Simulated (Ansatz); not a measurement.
**Worked example: Te(CH3)2 + SiH(OH)2O → Te(CH2)(CH3) + SiH(OH)3**

Species: Te(CH3)2 (dimethyl telluride), singlet; SiH(OH)2O, doublet; Te(CH2)(CH3), doublet; SiH(OH)3, singlet. A radical takes H: the energy is the difference in strength between the C–H bond broken and the O–H bond made.

Shapes, held fixed at every level: PBE0-D4/def2-TZVP. Flexible molecules stand in one conformer, not always the lowest. Programs: Ansatz 0.2.0. The zero-point and thermal change to 298 K, harmonic and unscaled (PBE0-D4/def2-TZVP), is -3.6 kJ/mol.

At CCSD(T)/def2-TZVPP; 1 Eh = 2625.50 kJ/mol:

```
     species  energy (Eh)
    Te(CH3)2  -347.114654
   SiH(OH)2O  -516.324270
Te(CH2)(CH3)  -346.449950
    SiH(OH)3  -517.025900
```

Question: Work out ΔH(298 K) of the reaction at this level.

Answer: 
1. Products less reactants: (-346.449950) + (-517.025900) − [(-347.114654) + (-516.324270)] = -0.036926 Eh = -96.9 kJ/mol.
2. With the thermal change: -96.9 + (-3.6) = -100.5 kJ/mol.

Other levels give -124.8 (SPW92/def2-TZVPP) to -91.6 kJ/mol (wB97X-V/def2-TZVPP). No measured value is set beside it here. Spin contamination: Te(CH2)(CH3) (⟨S²⟩ up to 0.78). Open shells run unrestricted. For atoms past krypton def2 sets carry core potentials with scalar relativity. Outer-core shells of Te are correlated, in sets that cover them unevenly.
